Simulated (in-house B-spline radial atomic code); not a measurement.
## RPA and G0W0 on SCAN: Mn⁺

Configuration [Ar] 3d5 4s1, highest spin, mean-field start SCAN. Computed with a B-spline radial code for spherical atoms: all electrons, scalar-relativistic (spin-free one-electron X2C), finite nucleus, each spin shell either full or empty, empty states to l = 9 with an (l + 1/2)⁻⁴ tail; G0W0 by contour deformation at full frequency.

RPA overbinds a lone outer s electron by self-correlation, and G0W0 tends to as well.

Command:
```bash
python run_gw.py task.json out
```
Settings (radii: box in bohr, nucleus in fm):
```
Z                        25
electrons                24
configuration            [Ar] 3d5 4s1
hamiltonian              x2c
method                   scan,scan
lmax                     9
rms_radius               3.7057
spin_polarised           True
box_radius               23.78
intervals                71
ion_configuration        [Ar] 3d5
```

Time taken, with all properties: 8 s on 1 thread of Arm Neoverse N1 (shared host).

Energies (hartree):

```
                                     term        value
                         mean-field total  -1158.41968
Hartree-Fock functional on these orbitals  -1157.16625
                      direct second order      -1.8853
                    second-order exchange      0.63257
                         SOSEX correction      0.56518
```

What is the RPA correlation energy, and what remains with SOSEX?

RPA gives -1.5999 hartree (-1.81 eV per electron); RPA + SOSEX gives -1.0347, and the second-order doubles -1.2527 hartree (no singles). SOSEX takes back 35 % of the RPA value.

Quasi-particle levels (eV):

```json
{"level": "4s up", "occupied": "yes", "mean field": "-13.033", "Σx - vxc": "-2.21", "Σc": "?", "QP weight": "?", "G0W0": "?"}
{"level": "3d down", "occupied": "no", "mean field": "-9.951", "Σx - vxc": "11.03", "Σc": "-6.75", "QP weight": "0.821", "G0W0": "-5.668"}
```

G0W0 = mean field + (Σx - vxc) + Σc, with Σc (partial-wave tail included) taken at the quasi-particle energy. Only the outer levels were computed. Levels of low weight are left out.

Where does G0W0 put 4s up?

At -16.437 eV, with Σc = -1.20 eV and a quasi-particle weight of 0.931. The tabulated removal energy is 15.640 eV (NIST, measured); the calculation leaves out spin-orbit coupling, Breit and QED terms, and what these don't explain is the method's own error.

What does it cost to remove one electron (to [Ar] 3d5) by differences of total energies, each species on its own start (correlation terms add to the Hartree-Fock functional)?

SCAN 16.350 eV, Hartree-Fock functional 14.608 eV, + RPA 16.192 eV, + RPA + SOSEX 15.376 eV, + second order 16.084 eV. Tabulated: 15.640 eV (NIST, measured); the calculation leaves out spin-orbit coupling, Breit and QED terms, and what these don't explain is the method's own error.
